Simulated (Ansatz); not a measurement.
The same path of BrH + ClF3Ti (7 atoms, charge 0, multiplicity 1) was run twice with different band settings. Lost on the way: Ti1–Cl2, Br6–H7. Made: Ti1–Br6, Cl2–H7.

The calculation used RKS BLYP/def2-SVP in Ansatz.

Relaxed end points:

```xyz
7
Properties=species:S:1:pos:R:3
Ti 0.351 0.000 -0.068
Cl 0.344 0.000 2.154
F 2.005 0.000 -0.633
F -0.443 1.429 -0.682
F -0.443 -1.429 -0.682
Br -3.650 0.000 1.618
H -2.388 0.000 2.321
```

```xyz
7
Properties=species:S:1:pos:R:3
Ti -0.527 -0.011 -0.665
Cl -0.033 0.050 3.927
F 0.875 -0.041 0.373
F -0.482 1.433 -1.648
F -0.494 -1.409 -1.711
Br -2.518 -0.033 0.646
H -1.044 0.011 3.105
```

Common settings: movable images 9; climbing image yes; spring 5.0 eV/Å²; optimiser quadratic models (default); force threshold 0.03 eV/Å; iteration limit 60; end points relaxed.

| run | start path |
| --- | --- |
| 1 | through a guess of the saddle point |
| 2 | straight line |

Question: What does each run give, and how far can it be trusted?

Answer: Run 1: converged after 21 iterations, highest image 0.590 eV above the first end. A structure lower than the last end lies on the path between it and the top, so the climb from that side starts below the end, which may itself be a saddle point or a shallow side well. A vibrational analysis at the climbing image gives one clearly imaginary mode, 208i cm⁻¹, and a faint second one (12i cm⁻¹) that may be numerical noise or a soft torsion: probably a first-order saddle point.
Run 2: converged after 13 iterations, highest image 0.590 eV above the first end. Another band between the same ends (9 images) ends at a top of the same energy, where a vibrational analysis finds 1 clearly imaginary mode.
The orbitals stay closed-shell, which can raise the energy where a bond breaks towards radicals; this wasn't checked here.
